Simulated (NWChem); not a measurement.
# CuNH3I; SMILES [Cu](<-[NH3])[I]

def2 effective core potentials on I; no spin-orbit coupling.

Problem. Give the equilibrium geometry at PBE0/def2-SVP with def2 effective core potentials on I (NWChem) as an XYZ file, with the point group.

Solution. point group C3v; any orientation.
```
6

Cu     0.0005    -1.1791    -0.0001
I     -0.0013     1.2173     0.0002
N      0.0034    -3.1390    -0.0004
H      0.6198    -3.5226    -0.7189
H     -0.9256    -3.5261    -0.1745
H      0.3185    -3.5237     0.8917
```
